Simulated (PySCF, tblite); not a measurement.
Isomers of C6H14OSSi, one GFN2-xTB conformer each. Single-point energies are computed at PBE0/pcSseg-1 (PySCF, gas phase, no added dispersion term), electronic only.

**Question.** Rank them by PBE0/pcSseg-1 energy, lowest first (kJ/mol).
A. `[CH3:1][CH2:2][O:3][C@@H:4]1[CH2:5][CH2:6][Si@@H:7]([SH:8])[CH2:9]1` with C1–C2–O3–C4 -171°, C2–O3–C4–C5 -71°, C6–Si7–S8–H -62°, O3–C4–C5–C6 -58°, C4–C5–C6–Si7 -26°, C5–C6–Si7–S8 -118°, C6–Si7–C9–C4 32°
B. `[CH3:1][O:2][Si@@H:3]([SH:4])[CH2:5][CH:6]1[CH2:7][CH2:8][CH2:9]1` with C1–O2–Si3–S4 -179°, O2–Si3–S4–H -22°, O2–Si3–C5–C6 -160°, Si3–C5–C6–C7 -70°, C5–C6–C7–C8 -132°, C6–C7–C8–C9 12°, C7–C8–C9–C6 -12°, C5–C6–C9–C8 132°

**Answer.** A (0.0), B (0.9).

As drawn, the higher has a four-membered ring and an Si–O bond, which the lower lacks. Neighbours under 10 kJ/mol apart (CCO[C@@H]1CC[Si@@H](S)C1 and CO[Si@@H](S)CC1CCC1) can change places with a better method, another conformer or zero-point energy. GFN2-xTB itself gives, in the same order: 87.4, 0.0. GFN2-xTB puts CO[Si@@H](S)CC1CCC1 lowest instead.

**Question.** Which frontier levels, dipoles and rotational constants go with these structures?

**Answer.** 
```json
{"SMILES": "CCO[C@@H]1CC[Si@@H](S)C1", "HOMO (eV, PBE0/pcSseg-1)": "-6.97", "LUMO (eV)": "0.96", "dipole (D)": "3.08", "A, B, C (MHz)": "2463, 588.8, 563.4"}
{"SMILES": "CO[Si@@H](S)CC1CCC1", "HOMO (eV, PBE0/pcSseg-1)": "-7.06", "LUMO (eV)": "0.54", "dipole (D)": "2.77", "A, B, C (MHz)": "1829, 617.3, 511.1"}
```

**Question.** What happens when harmonic zero-point energies from GFN2-xTB frequencies are added?

**Answer.** 
| SMILES | ZPE (kJ/mol) | electronic (kJ/mol) | with ZPE (kJ/mol) |
| --- | --- | --- | --- |
| CCO[C@@H]1CC[Si@@H](S)C1 | 491.6 | 0.0 | 0.0 |
| CO[Si@@H](S)CC1CCC1 | 491.1 | 0.9 | 0.3 |

The zero-point energies span 0.5 kJ/mol. The order is unchanged.
